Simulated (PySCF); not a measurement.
Geometry (Å), atoms numbered from 1 in this order:
```xyz
21

C     3.309   -0.398   -1.244
C     2.015   -0.819   -0.612
O     1.825   -1.863   -0.045
O     1.076    0.127   -0.762
C    -0.221   -0.149   -0.231
C    -0.288    0.120    1.273
C    -1.750   -0.034    1.713
Si   -2.728    0.692    0.252
C    -1.249    0.724   -0.941
H     4.067   -1.171   -1.081
H     3.642    0.559   -0.818
H     3.158   -0.237   -2.322
H    -0.436   -1.218   -0.401
H     0.060    1.153    1.447
H     0.392   -0.556    1.814
H    -2.007   -1.101    1.825
H    -1.951    0.445    2.682
H    -3.848   -0.187   -0.204
H    -3.280    2.058    0.507
H    -1.455    0.384   -1.966
H    -0.857    1.753   -1.004
```

Geometry: PBE0-D3(BJ)/def2-SVP; GIAO shifts from PySCF 2.14, gas phase, non-relativistic, averaged over equivalent atoms.

At PBE0/pcSseg-1 (220 basis functions, 110 s wall time on 1 thread of an Arm Neoverse N1, shared host):
```
      atoms  δ (ppm)
         C2    174.2
         C5     76.4
         C6     32.9
         C1     22.4
         C9     14.5
         C7      4.6
         O3    450.7
         O4    239.7
        Si8    -30.8
        H13     4.41
        H19     4.21
        H18     4.19
        H15     2.46
H10/H11/H12     1.97
        H20     1.19
        H21     1.01
        H17     0.92
        H14     0.89
        H16     0.77
```

δ = σ(ref) − σ, references computed at the same level: ¹³C (σ = 184.41 ppm), ²⁹Si (σ = 351.99 ppm), ¹H (σ = 31.27 ppm) against TMS; ¹⁷O (σ = 334.56 ppm) vs H2O.

Predict the values at KT2/pcSseg-1 on the same geometry.

Results:


```csv
atoms,δ at KT2/pcSseg-1,change
C2,163.2,-11.0
C5,77.6,+1.2
C6,34.1,+1.2
C1,20.9,-1.5
C9,15.0,+0.5
C7,5.8,+1.2
O3,421.7,-29.0
O4,243.3,+3.6
Si8,-34.3,-3.5
H13,4.53,+0.12
H19,4.24,+0.03
H18,4.23,+0.04
H15,2.57,+0.11
H10/H11/H12,1.93,-0.04
H20,1.26,+0.07
H21,1.03,+0.02
H17,1.06,+0.14
H14,0.84,-0.05
H16,0.86,+0.09
```

Referencing at the same level of theory: ¹³C (183.22 ppm) and ²⁹Si (361.05 ppm) and ¹H (31.18 ppm) vs TMS; ¹⁷O (330.66 ppm) against H2O.

The largest change is at O3 (ester carbonyl oxygen). Cost: 220 basis functions, 100 s wall time on 1 thread of an Arm Neoverse N1, shared host. The order of the carbon signals is the same at both levels.

Unscaled 17O shifts of doubly bonded oxygen tend to come out too high, by tens of ppm or more. Experimental scales use liquid or dissolved standards, which lie at an offset from isolated H2O (liquid H2O: subtract about 36 ppm).
